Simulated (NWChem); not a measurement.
PbHSBr, singlet; SMILES [SH][Pb][Br]

```xyz
4

Pb     0.4867    -0.5320     0.0000
Br    -0.2408     1.9968     0.0000
S     -1.8779    -1.4697     0.0000
H     -1.4364    -2.7497     0.0000
```
Atoms are numbered in this order, from 1.

Program: NWChem. Low-valent species are run as closed-shell singlets; no triplet was tried in these runs. Structure relaxed at the PBE0/def2-SVP level. def2 effective core potentials on Pb; no spin-orbit coupling. Ions are spin-unrestricted doublets at the neutral geometry; other ion states weren't tried.

Task: Estimate the computed values for B3LYP/def2-TZVP. Quantities: vertical ionisation energy, ΔSCF (eV); −ε(HOMO) (eV).

Result: The vertical ionisation energy, ΔSCF (eV) is 9.26. The −ε(HOMO) (eV) is 7.18.
